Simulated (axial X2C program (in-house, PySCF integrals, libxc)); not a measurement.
Spin–orbit effects along a row: molecules with Te (ions), PBE0

Calculated with an in-house all-electron X2C program for linear molecules (integrals from PySCF), spin-free (one-electron X2C) or two-component (2c: spin–orbit coupling with atomic mean-field Coulomb and Gaunt terms, which also bring small scalar terms), in Dyall basis sets with cores contracted in-house; open shells are unrestricted.

Basis sets: Co dyall-cv3z, Cr dyall-cv3z, K dyall-cv3z, Mn dyall-cv3z, Ni dyall-cv3z, Te dyall-cv3z.

```csv
molecule,spin-free state,Re (Å),ωe (cm⁻¹),De (eV),2c state,Re 2c (Å),ωe 2c (cm⁻¹),De 2c (eV)
KTe⁺,"M_S = 1, Λ = 0",3.594,92.4,0.45,Ω = 1,3.609,87.6,0.31
CrTe⁺,"M_S = 3/2, Λ = 0",2.514,233.6,2.14,Ω = 3/2,2.519,230.6,1.92
MnTe⁺,"M_S = 2, Λ = 1",2.494,253.1,1.87,Ω = 1,2.503,246.9,1.86
CoTe⁺,"M_S = 2, Λ = 2",2.385,264.3,2.77,Ω = 4,2.389,261.1,n/a
NiTe⁺,"M_S = 3/2, Λ = 0",2.409,238.8,2.61,Ω = 3/2,2.414,235.5,n/a
```

Question: Work out the shifts from the spin-free to the two-component result.

Answer: 

| molecule | 2c state | ΔRe (Å) | Δωe (cm⁻¹) | ΔDe (eV) |
| --- | --- | --- | --- | --- |
| KTe⁺ | Ω = 1 | 0.015 | -4.8 | -0.14 |
| CrTe⁺ | Ω = 3/2 | 0.005 | -3.0 | -0.22 |
| MnTe⁺ | Ω = 1 | 0.009 | -6.2 | -0.01 |
| CoTe⁺ | Ω = 4 | 0.004 | -3.2 | n/a |
| NiTe⁺ | Ω = 3/2 | 0.005 | -3.3 | n/a |

Shifts of one unit in the last digit are rounding.

Fragments in 2c: Te + K+, Te + Cr+, Te + Mn+, Te + Co+, Te + Ni+. Each entry is the lowest single determinant of a limited PBE0 search at one distance. De goes to single-determinant-based atoms at the same level (for ions the charge split of lowest energy) and is withheld (n/a) where an atom does not fit its ground term or J level. Main or longest-lived isotopes. One determinant is a doubtful description, or other states lie close, for KTe⁺, CrTe⁺, MnTe⁺, CoTe⁺, NiTe⁺; these need not be ground states, and all values refer to the states named. Some open-shell Ω = 0 determinants are out of reach, so the Ω given for KTe⁺, MnTe⁺, CoTe⁺ need not be the lowest component. With several unpaired electrons the Ω given is that of one determinant, not necessarily of the lowest component. The functionals have no current term, which raises determinants with orbital currents.
